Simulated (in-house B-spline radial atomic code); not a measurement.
Ionisation energies along the 33-electron series, configuration 1s2 2s2 2p6 3s2 3p6 3d10 4s2 4p1/2(2) 4p3/2(1), as differences of self-consistent energies. Dirac energy differences include first-order Breit, QED and recoil terms. NIST's values go from ground level to ground level; the uncertainty of those that are theory runs from under 0.1 % in few-electron ions to several per cent in heavy many-electron ones. Computed with an all-electron radial atomic-structure program (B-spline basis): Dirac-Hartree-Fock, jj configuration that fills j = l - 1/2 first, finite nuclei.

A number in brackets counts the electrons of a j subshell.

```csv
ion,configuration after,ionisation energy (eV),IE/(q+1)² (eV),-ε less Coulomb ΔSCF (eV),Breit and QED recoil part (eV),tabulated value (eV),tabulated kind,computed minus tabulated (eV)
Cs22+,[Ar] 3d10 4s2 4p1/2(2),700.2,1.3237,0.40795,-0.39977,700,tabulated theory,0.2
Ba23+,[Ar] 3d10 4s2 4p1/2(2),752.3,1.3061,0.40957,-0.44083,752,tabulated theory,0.3
La24+,[Ar] 3d10 4s2 4p1/2(2),806.2,1.2899,0.41121,-0.4845,806,tabulated theory,0.2
Ce25+,[Ar] 3d10 4s2 4p1/2(2),861.8,1.2749,0.41286,-0.53083,862,tabulated theory,-0.2
Pr26+,[Ar] 3d10 4s2 4p1/2(2),919.2,1.2609,0.41452,-0.5799,920,tabulated theory,-0.8
Nd27+,[Ar] 3d10 4s2 4p1/2(2),978.4,1.2479,0.4162,-0.63178,978,tabulated theory,0.4
Pm28+,[Ar] 3d10 4s2 4p1/2(2),1039.3,1.2358,0.41787,-0.68652,1040,tabulated theory,-0.7
Sm29+,[Ar] 3d10 4s2 4p1/2(2),1102.1,1.2245,0.41955,-0.74418,1103,tabulated theory,-0.9
Eu30+,[Ar] 3d10 4s2 4p1/2(2),1166.6,1.2139,0.42123,-0.80495,1167,tabulated theory,-0.4
Gd31+,[Ar] 3d10 4s2 4p1/2(2),1232.8,1.204,0.42291,-0.86879,1233,tabulated theory,-0.2
Tb32+,[Ar] 3d10 4s2 4p1/2(2),1300.9,1.1946,0.42459,-0.93587,1301,tabulated theory,-0.1
Dy33+,[Ar] 3d10 4s2 4p1/2(2),1370.8,1.1858,0.42627,-1.0062,1371,tabulated theory,-0.2
Ho34+,[Ar] 3d10 4s2 4p1/2(2),1442.4,1.1775,0.42794,-1.0799,1443,tabulated theory,-0.6
Er35+,[Ar] 3d10 4s2 4p1/2(2),1515.9,1.1696,0.42962,-1.157,1516,tabulated theory,-0.1
```
